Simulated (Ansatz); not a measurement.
Born–Oppenheimer molecular dynamics of Cl3F3H2MoO (10 atoms, charge 0, multiplicity 1). It starts at the highest image of a converged band. Of that band: The profile has 2 maxima (images 3, 5) with wells between them (image 4): this band takes more than one step, which may be the mechanism or a detour left from its start path. A vibrational analysis at the climbing image gives one clearly imaginary mode, 571i cm⁻¹: a first-order saddle point.

Computed with RKS PBE/def2-SVP (Ansatz).

```json
{"ensemble": "NVE (velocity Verlet)", "time step": "0.5 fs", "steps asked": "200", "starting velocities drawn for": "100 K", "seed": "9084"}
```

First frame:

```xyz
10
Properties=species:S:1:pos:R:3
Mo -0.221 0.026 -0.093
Cl 0.419 0.798 2.590
F 1.589 -0.302 0.192
F 0.281 1.789 -0.388
Cl -2.150 0.266 -1.496
Cl -0.709 -2.025 0.782
F 0.304 -0.647 -1.742
O -1.686 0.778 1.085
H -2.469 1.163 0.633
H -0.943 1.056 2.110
```

(1) How far do the bonds stretch over the last three quarters of this one trajectory? (Pairs bonded in most of those frames.)

Answers

(1) 
```
   bond  mean (Å)  spread (Å)  shortest  longest
Mo1–Cl2     2.634       0.206      2.26     2.87
 Mo1–F3     1.866       0.010      1.85     1.88
 Mo1–F4     1.853       0.016      1.83     1.88
Mo1–Cl5     2.399       0.015      2.38     2.42
Mo1–Cl6     2.270       0.013      2.25     2.30
 Mo1–F7     1.868       0.007      1.86     1.88
 Mo1–O8     2.265       0.113      2.08     2.41
  O8–H9     0.982       0.012      0.96     1.01
 O8–H10     1.017       0.029      0.95     1.07
```

Mean temperature of the second half: 322 K. The conserved energy stayed within 0.051 meV per atom of its start (net change -0.05 meV per atom), so the integration is sound. The kinetic energy rose, since the run started high on the potential surface and went downhill. A run of 0.1 ps of so small a system gives no equilibrium averages. The orbitals stay closed-shell, which can raise the energy where a bond breaks towards radicals; this wasn't checked here.

Time of the run: 9.6 min on 4 threads of Arm Neoverse V1 (shared host), peak memory 0.29 GiB.
